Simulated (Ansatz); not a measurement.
Relaxation of CH$_{6}$SiTe (9 atoms, charge 0, multiplicity 1), to a largest force component of 0.015 eV/Å in at most 40 steps.

Computed with Ansatz, RKS PBE-D4/def2-SVP.

```xyz
9
Properties=species:S:1:pos:R:3:forces:R:3
C -0.730 0.665 -0.552 -1.19 2.50 0.36
Si 0.391 -0.722 -0.305 -0.01 -0.85 0.43
Te -0.163 -2.476 -1.936 -0.05 -0.47 -1.12
H -1.402 0.480 -1.395 -0.47 -0.15 -0.20
H -0.197 1.613 -0.838 -0.07 -0.37 0.27
H -1.355 0.903 0.366 0.39 -0.21 -0.69
H 0.224 -1.270 1.061 0.03 -0.39 0.31
H 1.750 -0.318 -0.501 1.46 0.37 -0.09
H 0.112 -1.413 -3.292 -0.10 -0.43 0.73
```

Q: Where does it end, and by what steps?

A: The forces met the threshold. The force dipped under the threshold on the way, but the program's further checks kept it going. After 13 steps the energy has fallen by 0.358 eV; H4 moved furthest, 0.93 Å.

```tsv
step	energy less start (eV)	largest force component (eV/Å)	accepted
0	0.0000	2.499	yes
1	-0.1919	1.299	yes
2	-0.2734	0.584	yes
3	-0.2897	0.220	yes
4	-0.2850	0.533	no
5	-0.2987	0.099	yes
6	-0.3090	0.208	yes
7	-0.3155	0.426	yes
8	-0.3458	0.119	yes
9	-0.2702	0.693	no
10	-0.3537	0.029	yes
11	-0.3549	0.136	yes
12	-0.3579	0.009	yes
13	-0.3580	0.012	yes
```

```xyz
9
Properties=species:S:1:pos:R:3
C -0.804 0.749 -0.538
Si 0.299 -0.767 -0.318
Te -0.005 -2.461 -2.173
H -1.869 0.451 -0.593
H -0.545 1.287 -1.472
H -0.671 1.448 0.315
H -0.065 -1.538 0.923
H 1.745 -0.358 -0.227
H 0.544 -1.348 -3.310
```

The run took 27 s on 1 thread of Intel(R) Xeon(R) Platinum 8559C (Emerald Rapids) (shared host), peak memory 0.14 GiB.
